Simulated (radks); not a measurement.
Numerical settings for the nitrogen ion N3+, [He] 2s2. All-electron calculation, non-relativistic Kohn-Sham, PBE, spin-polarised, spherical densities, point nucleus. Program: a radial shooting solver on a logarithmic mesh with Libxc functionals. The defaults (mesh step 0.008 in ln r, mesh end at 40 bohr or more with all orbitals vanishing there, Anderson mixing 0.5 over 9 steps, residual threshold near 1e-9 with the energy settled to 1e-9 hartree or 1e-11 of itself, here a cap of 55 iterations) give E = -51.1305 hartree and 2s at -68.081 eV in 13 iterations. Times are rough (one thread of a shared host). Changes against that run (0 stands for a change within the tolerance of the run):

setting,iterations,converged,E (mhartree),e(2s) (meV),CPU (s)
mesh step in ln r 0.05,13,yes,-0.000104,0,0.02
mesh step in ln r 0.012,13,yes,0,0,0.04
mesh step in ln r 0.03,13,yes,0,0,0.02
mesh end (bohr) 1,13,level above zero,+1.08e+04,+1.66e+05,0.04
mesh end (bohr) 3,13,yes,+17.5,+514,0.05
residual threshold 0.1,7,yes,0,0,0.03
residual threshold 1e-16,55,no,0,0,0.17
mixing 1.5,14,yes,0,0,0.06
"linear mixing, mixing 0.2",55,no,0,-0.0417,0.19
"linear mixing, mixing 0.8",15,yes,0,0,0.06
mixing history 20,17,yes,0,0,0.07
iteration cap 3,3,no,+0.0323,-171,0.01

Settled on a wrong energy, with an occupied level pushed above zero by the early mesh end: mesh end (bohr) 1 (+10.8 hartree). Apart from these: settings that end as converged yet miss the energy by more than 1 mhartree: mesh end (bohr) 3 (+0.0175 hartree). A mesh that ends early acts as a hard wall.
